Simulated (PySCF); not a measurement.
Species: SiEt3(NCO), C7H15NOSi.
SMILES: `CC[Si](N=C=O)(CC)CC`

The closed-shell ground state was solved at several levels (PySCF, density fitting, gas phase, non-relativistic). The structure is a single PBE0-D3(BJ)/def2-SVP conformer in the gas phase; no vibrational or solvent corrections.

```
        level  basis functions  HOMO (eV)  LUMO (eV)  gap (eV)  dipole (D)
 KT2/pcSseg-1              252      -6.63       0.09      6.72        3.08
PBE0/pcSseg-1              252      -7.85       1.07      8.92        3.19
```

Problem. What might CAM-B3LYP/def2-SVPD (327 basis functions) give for the same quantities?

Solution. HOMO -9.21 eV, LUMO 0.97 eV, gap 10.18 eV, dipole 3.40 D.

Problem. Over all these levels, which gives the widest orbital gap and which the narrowest?

Solution. CAM-B3LYP/def2-SVPD (range-separated hybrid) has the widest, 10.18 eV, and KT2/pcSseg-1 (GGA) the narrowest, 6.72 eV. Functional and basis both differ between the two, so the spread mixes both effects.

Problem. How far do the dipole and the HOMO energy spread over the levels?

Solution. The dipole runs from 3.08 to 3.40 D (mean 3.22 D) and the HOMO from -9.21 to -6.63 eV.
